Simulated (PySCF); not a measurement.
Stepwise substitution at one centre (Ga H-F). Gas-phase values, no solvent. Strings in code marks are SMILES.

The HOMO–LUMO gap from two functionals at the same geometries (PBE0-D3(BJ)/def2-TZVP), both in PySCF: PBE-D3(BJ)/def2-TZVP and ωB97X-D3(BJ)/def2-TZVP. 

```csv
species,PBE-D3(BJ)/def2-TZVP (eV),ωB97X-D3(BJ)/def2-TZVP (eV)
0 of 3 H replaced by F (`[GaH3]`),4.70,11.19
1 of 3 H replaced by F,5.12,11.76
2 of 3 H replaced by F (`[F][GaH][F]`),6.53,13.49
3 of 3 H replaced by F,6.29,14.24
```

Over these rows, drawn at random from the members with no instability flagged (it was tested for open shells, ions and some series alone), PBE minus ωB97X-D3(BJ): mean -7.01 eV, from -7.95 eV to -6.49 eV.
